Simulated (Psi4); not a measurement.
Pair of molecules, SMILES C#N with SMILES O=CO, pulled apart as rigid monomers along the line of their centres of mass from the B3LYP-D3(BJ)/def2-TZVP minimum (SMILES order as in the coordinates).
Starting geometry (charge 0, multiplicity 1):
```csv
atom,x (Å),y (Å),z (Å)
C,0.2913,0.1946,-0.1467
N,-0.2525,-0.2945,0.7320
H,0.8014,0.6532,-0.9642
O,0.9439,0.6454,3.8066
C,0.1013,-0.0862,4.2512
O,-0.7654,-0.8072,3.5395
H,-0.0637,-0.2567,5.3245
H,-0.6117,-0.6498,2.5819
```

Computed with SAPT0/jun-cc-pV(D+d)Z (Psi4).

| N2···H8 (Å) | electrostatics (kcal/mol) | exchange (kcal/mol) | induction (kcal/mol) | dispersion (kcal/mol) | total |
|---|---|---|---|---|---|
| 1.73 | -12.90 | 17.24 | -6.52 | -3.53 | -5.71 |
| 1.92 | (withheld) | 8.97 | -3.66 | -2.36 | -6.30 |
| 2.20 | -6.06 | 3.30 | -1.61 | -1.35 | -5.73 |
| 2.67 | -3.49 | 0.59 | (withheld) | -0.58 | -3.95 |
| 3.42 | -1.77 | 0.04 | -0.10 | -0.18 | -2.02 |

Question: What belongs in the gaps?

Answer: 
- 2.67, induction (kcal/mol): -0.48
- 1.92, electrostatics (kcal/mol): -9.24
